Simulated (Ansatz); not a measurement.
Reaction (redistribution): `[CH3][Sn]([F])([F])[Cl]` + `C[SiH2]B[SiH3]` → `[CH3][Sn]([F])([F])[SiH3]` + `C[SiH2]BCl`

Gas-phase electronic energies from Ansatz, PBE0-D4/def2-TZVP geometries. CCSD(T)/CBS is the MP2 limit (def2-TZVPP, def2-QZVPP) plus CCSD(T) − MP2 in def2-TZVPP, frozen cores. Functionals use def2-TZVPP. B3LYP here is the variant with VWN-RPA as its local correlation; programs differ in this. def2 core potentials past Kr. For Sn outer-core shells are correlated without core-valence functions, which leaves a few kJ/mol of doubt a bond. One conformer a species, not always the lowest.

(1) Is it downhill or uphill in electronic energy at CCSD(T)/CBS, and by how much? (Best estimate.)

(2) What do these levels give: PBE-D4, r2SCAN-D4, PBE0-D4, B3LYP-D4, ωB97X-V, ωB97M-V, PBE, PBE0, B3LYP, CCSD/def2-TZVPP, CCSD(T)/def2-TZVPP, CCSD/CBS(def2)? (Best estimate.)

Largest T1 diagnostic among the species: 0.014.

## Answers

(1) Ansatz gave: Downhill: ΔE = -53.1 kJ/mol.

(2) Ansatz gave: PBE-D4 -59.7, r2SCAN-D4 -53.9, PBE0-D4 -56.3, B3LYP-D4 -56.4, ωB97X-V -52.3, ωB97M-V -56.2, PBE -60.9, PBE0 -57.4, B3LYP -58.3, CCSD/def2-TZVPP -53.2, CCSD(T)/def2-TZVPP -54.8, CCSD/CBS(def2) -51.5 kJ/mol.

From PBE to PBE0 (25 % exact exchange), in def2-TZVPP and without D4, ΔE moves by +3.5 kJ/mol. In def2-TZVPP, CCSD(T) changes the Hartree–Fock value by −13.2 kJ/mol (the triples alone add −1.6 kJ/mol) and MP2 by −18.8 kJ/mol.
